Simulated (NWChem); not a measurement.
GeSiH₄, singlet; SMILES [SiH3][GeH]

Program: NWChem. Low-valent species are run as closed-shell singlets; no triplet was tried in these runs. All runs use the structure optimised with PBE0/def2-SVP. Ions are spin-unrestricted doublets at the neutral geometry; other ion states weren't tried.

Q: Predict the results for PBE/def2-SVP. Quantities: vertical ionisation energy, ΔSCF (eV); −ε(HOMO) (eV).

A: 
- vertical ionisation energy, ΔSCF (eV): 8.71
- −ε(HOMO) (eV): 5.68
